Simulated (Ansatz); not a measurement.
The cluster TaO4H3, relaxed as a singlet with RKS PBE-D4/def2-SVP in Ansatz, starting from the GFN1-xTB geometry. Force threshold 0.02 eV/Å.

In the def2 sets Ta takes a core potential; there is no spin–orbit coupling. The structure holds one bond between oxygen atoms, so isomers without such links may lie far lower. The structure comes from a short search, and lower isomers may exist.

Start:

Cartesian coordinates in Å:
```
Ta -0.1723 0.0970 -0.0723
O -1.5896 -0.0435 -1.2381
O -1.6482 1.1220 -0.5027
O -0.1914 -1.2089 1.1667
O 1.4083 0.1789 -0.9309
H 0.1732 1.3552 1.0248
H 2.2571 0.3198 -1.3468
H -0.2371 -1.8206 1.8992
```

Task: Estimate the energy that the relaxation releases and the steps that it takes.

Result: 0.85 eV, in 14 steps; 17 s on 4 threads of Arm Neoverse V1 on a shared host. No frequencies were taken in this run, so the end may be a saddle point.

Task: Does the start keep its bonding and symmetry?

Result: By distances, no bond broke or formed. The bond that changes most is O2–O3, from 1.38 to 1.48 Å (atoms count from 1). Point group Cs at the start, Cs at the end, both within 0.05 Å.

Task: Predict the relaxed structure.

Result: 
| atom | x (Å) | y (Å) | z (Å) |
| --- | --- | --- | --- |
| Ta1 | -0.039 | 0.006 | -0.026 |
| O2 | -1.536 | -0.122 | -1.253 |
| O3 | -1.566 | 1.127 | -0.450 |
| O4 | -0.063 | -1.384 | 1.270 |
| O5 | 1.625 | 0.076 | -0.941 |
| H6 | 0.206 | 1.382 | 1.070 |
| H7 | 2.047 | 0.634 | -1.616 |
| H8 | -0.675 | -1.719 | 1.946 |
Bond lengths: 4 × O–Ta 1.90 to 1.94 Å; 1 × O–O 1.48 Å; 2 × H–O 0.97 Å; 1 × H–Ta 1.78 Å.
